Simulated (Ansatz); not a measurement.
The cluster Cu₃Br₄⁻: single points at one geometry.

```yaml
crystal:
  periodic: [false, false, false]
  atoms:
    - {symbol: Cu, position_ang: [1.061998, 0.925997, 0.073075]}
    - {symbol: Cu, position_ang: [-0.203743, -0.826410, -1.125220]}
    - {symbol: Cu, position_ang: [-0.958884, -0.114065, 1.179625]}
    - {symbol: Br, position_ang: [-2.150650, -1.772906, 0.030044]}
    - {symbol: Br, position_ang: [2.142993, -1.248277, -0.438989]}
    - {symbol: Br, position_ang: [-0.142825, 1.486476, -2.022084]}
    - {symbol: Br, position_ang: [0.251100, 1.549194, 2.303550]}
basis:
  gaussian: {orbitals: def2-SVP, initial_orbitals: start.molden}
total_charge: -1
hamiltonian: {xc: pbe0, dispersion: d4}
scf: {omitted_lower_state_checks: [starts]}
output: {orbitals: {seedname: orbitals}}
```

The file start.molden holds the orbitals of an earlier run on this structure, at another level or in another basis.

```sh
$ ansatz run in.yaml --threads 4 --pin off --events-out ev --progress --plain --max-ram 4787MiB
```

Output, abridged:

```
Functional definition: PBE0
2250 factors; integrals over basis functions are off by at most 6.4e-4 eV
mean field evaluation 1: about -413984.9372 eV, gradient 2.4e2 eV
mean field evaluation 2: about -414004.7806 eV, gradient 2.9e1 eV
mean field evaluation 4: about -414014.4072 eV, gradient 3.4e0 eV
mean field evaluation 8: about -414014.6649 eV, gradient 1.9e-3 eV
mean field -414014.66492027 eV, -15214.7583066008 hartree, gradient 1.3e-5 eV, S^2 0.000000; 0 other end points of the search recorded, 0 dependent functions left out
reference -414014.66497037 eV, -15214.7583084418 hartree; 114, 114 occupied and 107, 107 virtual orbitals, 2250 factors
Total energy: -414015.15865175 eV, -15214.7764508979 hartree
Checks for a lower state left out: starts
```

Hardware: 4 threads of Arm Neoverse V1 on a shared host. Wall time 18 s, peak host memory 1 GiB.

As the first input, with `hamiltonian: {xc: {name: r2SCANh}, dispersion: d4}` (abridged; 24 s):

```
Functional definition: r2SCANh
mean field -414063.85285720 eV, -15216.5659299423 hartree, gradient 1.9e-5 eV, S^2 0.000000
Total energy: -414063.99254797 eV, -15216.5710634833 hartree
Checks for a lower state left out: starts
```

As the first input, with `gaussian: {orbitals: def2-SVPD, initial_orbitals: start.molden}`, `hamiltonian: {xc: pbe, dispersion: d4}` (abridged; 12 s):

```
Functional definition: PBE
mean field -414005.86725642 eV, -15214.4349984177 hartree, gradient 1.5e-5 eV, S^2 0.000000
Total energy: -414006.42909173 eV, -15214.4556454845 hartree
Checks for a lower state left out: starts
```

As the first input, with `hamiltonian: {xc: {name: B97M-V}}` (abridged; 32 s):

```
Functional definition: B97M-V
mean field -413989.49121979 eV, -15213.8331901717 hartree, gradient 1.4e-5 eV, S^2 0.000000
Total energy: -413989.49131779 eV, -15213.8331937731 hartree
Checks for a lower state left out: starts
```

First input, but with `hamiltonian: {xc: r2scan, dispersion: d4}`, `output: {forces: true, orbitals: {seedname: orbitals}}` (abridged; 18 s):

```
Functional definition: r2SCAN
mean field -414065.57611468 eV, -15216.6292584867 hartree, gradient 1.1e-5 eV, S^2 0.000000
Total energy: -414065.69759546 eV, -15216.6337228228 hartree
Atom 0 force    -0.386544    -0.332935    -0.013593 eV/Å
Atom 1 force     0.064564     0.292002     0.413429 eV/Å
Atom 2 force     0.252456     0.031774    -0.312800 eV/Å
Atom 3 force     0.128087     0.117503     0.023479 eV/Å
Atom 4 force    -0.076472     0.077263    -0.032080 eV/Å
Atom 5 force     0.054188    -0.075903     0.053700 eV/Å
Atom 6 force    -0.036280    -0.109705    -0.132135 eV/Å
Dipole moment:    -0.150215    -0.019025     0.186495 e Å
Checks for a lower state left out: starts
```

First input, but with `gaussian: {orbitals: def2-SVPD, initial_orbitals: start.molden}` (abridged; 26 s):

```
Functional definition: PBE0
mean field -414015.90111557 eV, -15214.8037359401 hartree, gradient 1.8e-5 eV, S^2 0.000000
Total energy: -414016.39483659 eV, -15214.8218798531 hartree
Checks for a lower state left out: starts
```

First input, but with `gaussian: {orbitals: def2-SVPD, initial_orbitals: start.molden}`, `correlation: {method: mp2, frozen_orbitals: {Br: 9, Cu: 9}}` and without the key `hamiltonian` (abridged; 28 s):

```
Functional definition: HF
mean field -413748.43793230 eV, -15204.9746452483 hartree, gradient 1.1e-6 eV, S^2 0.000000
63 core orbitals not correlated: weight in the atoms' cores, before any rotation towards them, 1.000 or more for the frozen orbitals, at most 0.000 for the correlated occupied ones
second order -52.98674350 eV of doubles, -0.00000000 eV of singles
Total energy: -413801.42467581 eV, -15206.9218721563 hartree
Checks for a lower state left out: starts
```

Geometry: PBE-D4/def2-SVPD.

Correlated methods freeze 63 core orbitals; core or outer-core shells of Br are correlated, in sets that lack core-valence functions. The structure comes from a short search, and lower isomers may exist.
